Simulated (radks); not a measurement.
Q: Valence configurations of Pt II (all share [Xe]). All-electron calculation, Dirac Kohn-Sham, LDA (Slater exchange, Perdew-Wang correlation), spin-unpolarised, spherical densities, point nucleus; open shells are shared between the two j in proportion to 2j + 1. Program: a radial shooting solver on a logarithmic mesh with Libxc functionals. Order these by energy: 4f13 5d9 6s1; 4f14 5d9; 4f13 5d9.5 6s0.5; 4f13.5 5d8.5 6s1; 4f13 5d10; 4f14 5d8 6s1; 4f13.5 5d9 6s0.5; 4f12 5d9 6s2; 4f14 5d8 6p1; 4f13 5d8.5 6s0.5 6p1.

A: From the lowest, in eV above it: 4f14 5d9 0.000; 4f14 5d8 6s1 1.892; 4f14 5d8 6p1 8.704; 4f13.5 5d9 6s0.5 34.220; 4f13.5 5d8.5 6s1 35.559; 4f13 5d10 68.816; 4f13 5d9.5 6s0.5 70.115; 4f13 5d9 6s1 71.714; 4f13 5d8.5 6s0.5 6p1 80.801; 4f12 5d9 6s2 156.97. NIST lists [Xe] 4f14 5d9 as the ground configuration; this level of theory agrees among the configurations tried. The energies are those of spherical spin-averaged densities, not of single terms.
